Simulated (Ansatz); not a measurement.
```xyz
8

Br    2.155   -0.430   -1.848
In    1.492    0.066    0.507
C    -0.639    0.150    0.562
C    -1.438   -0.215   -0.593
N    -1.351    1.021   -0.518
H     2.803    0.219    1.586
H    -1.136    0.161    1.531
H    -1.886   -0.971   -1.225
```

Charge 0, multiplicity 1. In takes the def2 core potential.

(1) List the B3LYP/def2-TZVPP orbital energies in eV (the Gaussian-basis code of Ansatz). (An estimate is asked.)

Answers

(1) Computed: Occupied: -13138.40, -1700.04, -1531.73, -1531.70, -1531.69, -390.61, -278.87, -278.32, -235.82, -176.65, -176.53, -176.49, -127.74, -84.42, -84.20, -84.08, -70.94, -70.91, -70.88, -70.79, -70.78, -27.52, -21.69, -21.51, -21.39, -21.30, -21.28, -19.85, -17.37, -16.48, -13.21, -12.56, -11.07, -10.29, -8.64, -8.10, -7.78, -7.75, -7.31. Lowest empty: -2.16, -1.21, -0.82, -0.17, 1.17, 1.51, 1.64, 1.89.

B3LYP here is the variant with VWN-RPA as its local correlation; programs differ in this.
